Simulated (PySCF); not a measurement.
Question: Write Cartesian coordinates for `FC(F)C(Cl)(Cl)Cl` (1,1,1-trichloro-2,2-difluoroethane) as optimised with PBE0-D3(BJ)/def2-SVP.

Answer: 
```
atom  x, y, z in Å
F1    -1.209   -0.103    1.310
C2    -0.775    0.269    0.102
F3    -0.785    1.604    0.037
C4     0.663   -0.251   -0.115
Cl5    1.732    0.416    1.117
Cl6    1.184    0.252   -1.731
Cl7    0.623   -2.018   -0.016
H8    -1.431   -0.151   -0.680
```

Orientation and origin are arbitrary. Atoms count from 1 in this order. 

Bonds between heavy atoms (Å): F1–C2 1.336, C2–F3 1.336, C2–C4 1.544, C4–Cl5 1.763, C4–Cl6 1.770, C4–Cl7 1.770.

Level of theory: PySCF 2.14.0, PBE0-D3(BJ)/def2-SVP geometry optimisation, gas phase.

Point group: Cs (tolerance 0.08 Å). No frequency check.

***

Question: What does the GFN2-xTB structure of InChI=1S/C4H5/c1-3-4-2/h3H2,1H3/q-1 look like in three dimensions? (Charge -1.)

Answer: 
```
atom  x, y, z in Å
C1     2.609   -0.470    0.631
C2     1.520    0.008    0.324
C3     0.206    0.601   -0.052
C4    -0.912   -0.451   -0.129
H5     0.264    1.110   -1.039
H6    -0.106    1.378    0.678
H7    -0.662   -1.212   -0.870
H8    -1.881   -0.010   -0.404
H9    -1.025   -0.949    0.836
```

Any rigid rotation of these coordinates is as good. Atoms count from 1 in this order. The 3 C–C bonds span 1.229 Å (C1≡C2, drawn triple) to 1.537 Å (C3–C4, drawn single), a spread of 0.308 Å. The 4 heavy atoms lie in one plane (0.000 Å rms).

Bonds between heavy atoms (Å): C1≡C2 1.229, C2–C3 1.490, C3–C4 1.537.

The geometry is computed with GFN2-xTB (gas phase).

Point group: Cs (every atom within 0.08 Å of its image). No frequency check.
